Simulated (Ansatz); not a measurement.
BrHSe (SMILES [SeH]Br) moved off its minimum; all values from Ansatz (an electronic-structure program), cores frozen in correlated methods.
(charge 0, multiplicity 1)
```xyz
3

Se    -0.67546    -0.57530     0.77438
H     -1.63870    -1.07524    -0.27140
Br     0.72062     0.58000    -0.73519
```

Problem. Give the forces (eV/Å), the total energy and the dipole at CCSD(T)/aug-cc-pVTZ.

Solution. 
```tsv
atom	Fx	Fy	Fz
Se1	-0.303	-0.132	-0.509
H2	0.473	0.261	0.402
Br3	-0.170	-0.129	0.107
```
Energy -4973.3080 hartree, dipole 1.14 D.
